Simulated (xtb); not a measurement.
Input file for xtb: GFN1-xTB on H2O (SMILES O).

```
$ xtb mol.xyz --gfn 1 --sp --chrg 0 --uhf 0
3

O     -0.00000000     0.00000000     0.38961139
H      0.00000000     0.76498632    -0.19485569
H      0.00000000    -0.76498632    -0.19485569
```

Problem. What total energy does the run end on?

Solution. -5.7687 hartree.
